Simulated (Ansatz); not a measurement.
System: HGeOF, charge 0, singlet. HGeOF (SMILES [OH][Ge][F]).
B3LYP-D3(BJ)/def2-TZVP minimum from Ansatz (a quantum-chemistry and plane-wave program):
```
O
H 1 0.9647
Ge 1 1.7917 2 114.35
F 3 1.7618 1 95.12 2 180.00
```
Charge 0, spin multiplicity 1.

Wanted: atomisation energy (electronic, to ground-state atoms), in kJ/mol. Radicals and triplets start from unrestricted determinants; spin-orbit coupling is neglected. Cores are frozen in correlated methods (noble-gas shells, and filled d and f shells in the p block). No relativity. CBS(X,Y): correlation extrapolated as X^-3, Hartree-Fock from the larger set (Q,5: extrapolated as (X+1)exp(-9√X)). A bracket is a step between two methods taken in the basis named. Double hybrids freeze cores in their MP2 part. For partners of very few electrons the exact lower level stands in for a higher one.

CCSD(T)/CBS(cc-pVQZ,cc-pV5Z) + [CCSDT(Q) - CCSD(T)]/cc-pVTZ (Ansatz) gives 1440.5 kJ/mol.

Q: How far off this value is PBE/def2-TZVPD (Ansatz), in which direction, and how far these levels: r2SCAN/def2-TZVPD, B2PLYP/def2-TZVPD, CCSD(T)/CBS(cc-pVQZ,cc-pV5Z)?

A: PBE gives 1467.9 kJ/mol, 27.4 kJ/mol above it. Differences of the others: r2SCAN/def2-TZVPD (Ansatz) -12.6; B2PLYP/def2-TZVPD (Ansatz) -24.8; CCSD(T)/CBS(cc-pVQZ,cc-pV5Z) (Ansatz) -1.1 kJ/mol.
